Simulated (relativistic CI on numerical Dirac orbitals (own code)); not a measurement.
**W XIV: sensitivity of the levels to the model**

Base calculation: Dirac-Coulomb-Breit CI, separate exchange-only KLI orbitals for each configuration, model QED (radiative potential, 1s self-energy scaled to tabulated hydrogen-like ionisation energies), unscaled Slater integrals.

Configuration list (outside the closed core [Kr]): 4d10.4f13.5s2, 4d10.4f12.5s2.5p, 4d10.4f14.5s, 4d10.4f13.5s.5p, 4d10.4f12.5s.5p2, 4d10.4f14.5p, 4d10.4f13.5s.5d, 4d10.4f11.5s2.5p.5d, 4d10.4f12.5s2.5d, 4d10.4f14.5d, 4d10.4f13.5s.5f, 4d10.4f11.5s2.5p.6s, 4d10.4f13.5p.5d, 4d10.4f12.5s2.6s, 4d10.4f13.5s.5g, 4d10.4f14.6s, 4d9.4f14.5s2, 4d10.4f12.5s.5d2, 4d10.4f12.5s2.6p, 4d10.4f14.5f, 4d10.4f12.5s2.5f, 4d10.4f13.5p.6s, 4d10.4f13.5s.6s, 4d10.4f13.5s.6p, 4d10.4f12.5s2.6d, 4d10.4f12.5s.5d.6s, 4d10.4f14.5g, 4d10.4f12.5s2.5g, 4d10.4f13.5d2, 4d10.4f12.5p.5d2, 4d10.4f12.5d3. Double excitations out of closed p, d and f shells are left out; levels of such configurations are missing from the list, as are those of other unlisted configurations, and high levels can miss mixing partners. Some configurations lack a partner that the ground configuration has and come out too high, among them 4d10.4f12.5s2.6s, 4d9.4f14.5s2, 4d10.4f12.5s2.6p, 4d10.4f12.5s2.5f, 4d10.4f12.5s2.6d.

The lowest level and the first level of each name with at least 55 % of one term (blank where a level has no safe partner in the second run):

| Level | Base (cm⁻¹) | Shift (cm⁻¹) |
| --- | --- | --- |
| 4d10.4f13.5s2 2F°_7/2 | 0.0 | 0.0 |
| 4d10.4f13.5s2 2F°_5/2 | 17420.2 | +864.0 |
| 4d10.4f12.5s2.5p 4G°_11/2 | 61964.9 | -3776.6 |
| 4d10.4f12.5s2.5p 4I°_11/2 | 81728.9 | -2914.6 |
| 4d10.4f12.5s2.5p 2K°_13/2 | 125557.1 | -2690.5 |
| 4d10.4f12.5s2.5p 2H°_11/2 | 128286.4 | -2790.1 |
| 4d10.4f12.5s2.5p 4I°_15/2 | 177755.3 | -2241.6 |
| 4d10.4f14.5s 2S_1/2 | 186473.9 | +2871.3 |
| 4d10.4f12.5s2.5p 4H°_13/2 | 192989.2 | -2293.1 |
| 4d10.4f12.5s2.5p 2P°_1/2 | 196514.5 | -3242.2 |
| 4d10.4f12.5s2.5p 4I°_13/2 | 197378.8 | -1536.0 |
| 4d10.4f12.5s2.5p 2K°_15/2 | 237579.8 | -1308.7 |
| 4d10.4f13.5s.5p 4G_5/2 | 237583.6 | -282.6 |

At this charge transitions that keep the count of f electrons are usually good to a few per cent. Terms inside the open d or f shell come out 10 to 20 % too wide with unscaled integrals. Levels and lines within the n = 5 or 6 shells can be off by up to 10 % or somewhat more, and those that change n by about 2 %, since core polarisation is missing. Levels that differ in their count of f electrons can be misplaced by several ten thousand cm⁻¹, since the correlation energy of f electrons is missing or only estimated; rates across such gaps can be off by orders of magnitude.

Q: One thing was changed in a second run, which moved the levels as shown. Which?
A. QED terms removed
B. configuration mixing switched off
C. P86 correlation estimate
D. Breit term removed

A: D. Breit term removed. The Breit term mainly narrows fine-structure intervals, so removing it widens them.

LS names give the leading component of a level, which can be under half, so a name can repeat, a term be missing and a line seem to break the LS rules.
